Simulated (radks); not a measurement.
Spherical quantum dot in the effective-mass picture: electrons in a hard-walled sphere of radius 2.71, all in effective atomic units (hartree* = m*/eps^2 hartree, bohr* = eps/m* bohr), one dielectric constant everywhere. Method: non-relativistic Kohn-Sham, r2SCAN, spin-polarised, spherical densities, generalised Kohn-Sham scheme; computed with a radial shooting solver with Libxc functionals. Levels are named by radial order and angular momentum (1s, 1p, 1d, 2s, ...), and open shells are averaged over m.

N = 11, configuration 1s2 1p6 1d(up 3, down 0). This is the lowest configuration that the search found. Occupied and some empty levels:

level    occupation  eigenvalue (hartree*)  <r> (bohr*)
1s up             1                 5.9369        1.638
1s down           1                 6.0227        1.611
1p up             3                 6.4180        1.766
1p down           3                 6.5298        1.754
1d up             3                 7.1689        1.859
1d down           0                 7.2998        1.855
1f up             0                 8.1491        1.931
2s up             0                 8.1929        1.254
2s down           0                 8.2517        1.282
1f down           0                 8.2923        1.931
2p up             0                 9.4921        1.433
2p down           0                 9.5561        1.440

Energy (hartree*): total 43.0878, kinetic 17.504, external 0, Hartree 31.171, exchange-correlation -5.5873.

Electron density:

r (bohr*)  n(r) (e/bohr*^3)
0.207               0.04942
0.410               0.06413
0.613               0.08936
0.816                0.1254
1.02                 0.1698
1.22                 0.2166
1.42                 0.2549
1.63                 0.2705
1.83                 0.2511
2.03                 0.1934
2.23                 0.1131
2.44                0.03983
2.64               0.002526
